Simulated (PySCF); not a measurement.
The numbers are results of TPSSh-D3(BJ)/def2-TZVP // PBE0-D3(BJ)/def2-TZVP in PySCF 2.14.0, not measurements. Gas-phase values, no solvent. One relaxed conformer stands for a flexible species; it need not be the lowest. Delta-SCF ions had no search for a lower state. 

Reference species (SMILES): `[AlH2][SH]` (neutral, multiplicity 1).

```
Property                                  Result
--------------------------------------  --------
vertical ionisation energy (Delta-SCF)  10.18 eV
HOMO–LUMO gap                            5.53 eV
```

Changed species: `[AlH3]` (0 of 3 H replaced by SH; the reference has 1 of 3 H replaced by SH).

What does the change do to the vertical ionisation energy (Delta-SCF) and HOMO–LUMO gap?

the vertical ionisation energy (Delta-SCF) rises by 0.93 eV, to 11.11 eV; the HOMO–LUMO gap increases by 0.50 eV, to 6.03 eV.
